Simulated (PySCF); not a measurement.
Job file and geometry (Å, from GFN2-xTB) of an NMR shielding run on SMILES S([Si@@H]1B[C@@H](C#C)CC1)C, C6H11BSSi, GIAO PBE0/pcSseg-1 NMR shielding, non-relativistic, gas phase in PySCF 2.14.0, density-fitted response routines; density fitting, a coarse starting grid and PySCF grid level 2 are the driver's defaults:

```
$ OMP_NUM_THREADS=1 python probes_run.py task.json out

{"job": {"kind": "nmr", "xc": "PBE0", "basis": "pcSseg-1"}, "charge": 0, "multiplicity": 1}
C     -3.023279     1.178761     0.461398
C     -2.251625     0.287758     0.699082
C     -1.278165    -0.763760     0.959132
B     -0.201678     0.382764     1.022002
Si     0.525656     0.442291    -0.789592
S      2.537983    -0.368653    -0.945383
C      3.458303     1.025219    -0.228196
C     -0.648907    -0.903863    -1.469569
C     -1.125232    -1.695489    -0.250727
H     -3.740833     1.920111     0.267498
H     -1.571221    -1.315069     1.854170
H     -0.004039     0.989510     2.001362
H      0.534909     1.619722    -1.674963
H      3.296304     1.913664    -0.830159
H      4.508194     0.752944    -0.242965
H      3.131611     1.195436     0.792595
H     -1.501962    -0.416909    -1.942413
H     -0.206137    -1.569943    -2.206847
H     -0.379387    -2.451562     0.006424
H     -2.065643    -2.212258    -0.462246
```

Q: Write the output of this run.

A: 
```
coarse grid: 17672 points
cycle   1  E = -946.9727779585  dE =  1.079e+00  |g| = 4.347e-01  |ddm| = 4.254e+00
cycle   2  E = -946.9712210881  dE =  1.557e-03  |g| = 4.488e-01  |ddm| = 1.080e+00
cycle   3  E = -947.0236236089  dE = -5.240e-02  |g| = 9.440e-02  |ddm| = 5.770e-01
cycle   4  E = -947.0250093763  dE = -1.386e-03  |g| = 5.750e-02  |ddm| = 1.185e-01
cycle   5  E = -947.0257911360  dE = -7.818e-04  |g| = 1.479e-02  |ddm| = 5.322e-02
cycle   6  E = -947.0258481615  dE = -5.703e-05  |g| = 3.303e-03  |ddm| = 1.637e-02
cycle   7  E = -947.0258508741  dE = -2.713e-06  |g| = 7.510e-04  |ddm| = 4.284e-03
final grid: 161224 points
cycle   8  E = -947.0814004677  dE = -4.524e-05  |g| = 9.633e-03  |ddm| = 5.136e-02
cycle   9  E = -947.0813845789  dE =  1.589e-05  |g| = 1.238e-02  |ddm| = 2.296e-02
cycle  10  E = -947.0814235996  dE = -3.902e-05  |g| = 2.058e-03  |ddm| = 1.428e-02
cycle  11  E = -947.0814246001  dE = -1.000e-06  |g| = 5.446e-04  |ddm| = 1.875e-03
cycle  12  E = -947.0814246751  dE = -7.504e-08  |g| = 1.045e-04  |ddm| = 5.658e-04
cycle  13  E = -947.0814246780  dE = -2.886e-09  |g| = 2.772e-05  |ddm| = 1.711e-04
cycle  14  E = -947.0814246782  dE = -1.899e-10  |g| = 7.320e-06  |ddm| = 4.350e-05
converged SCF energy = -947.0814246782

GIAO shielding tensors (ppm)
atom      isotropic    diamagn.    paramagn.     s11        s22        s33       span
  0 C       86.406     257.671    -171.265     -8.182     31.440    235.960    244.142
  1 C      110.599     269.564    -158.965     -1.511     44.971    288.335    289.846
  2 C      143.167     252.304    -109.137    126.002    137.625    165.875     39.873
  3 B       42.282     195.651    -153.370    -22.208     15.733    133.319    155.527
  4 Si     354.854     879.549    -524.695    316.395    357.624    390.542     74.147
  5 S      723.209    1059.017    -335.807    591.834    641.929    935.864    344.030
  6 C      172.411     250.818     -78.407    162.418    163.579    191.235     28.817
  7 C      175.790     253.334     -77.544    163.707    174.243    189.420     25.714
  8 C      154.463     246.875     -92.413    132.391    162.039    168.959     36.568
  9 H       29.569      34.026      -4.457     24.054     24.673     39.980     15.925
 10 H       27.906      28.809      -0.902     22.781     26.361     34.577     11.795
 11 H       25.088      30.292      -5.204     21.183     25.573     28.506      7.324
 12 H       26.598      29.686      -3.089     22.483     25.670     31.641      9.158
 13 H       29.605      29.119       0.486     24.223     27.435     37.158     12.935
 14 H       29.663      27.741       1.923     23.644     26.610     38.736     15.093
 15 H       29.657      30.418      -0.761     23.263     28.448     37.260     13.997
 16 H       30.532      31.471      -0.938     25.777     28.441     37.380     11.603
 17 H       30.656      30.799      -0.144     25.805     28.674     37.488     11.683
 18 H       29.820      31.160      -1.339     25.011     28.088     36.362     11.351
 19 H       29.216      29.211       0.005     23.750     27.451     36.446     12.696
```

Size and cost of the density-fitted run: 222 basis functions, 90 s wall time on 1 thread of an Arm Neoverse N1, shared host; peak memory 0.98 GiB.
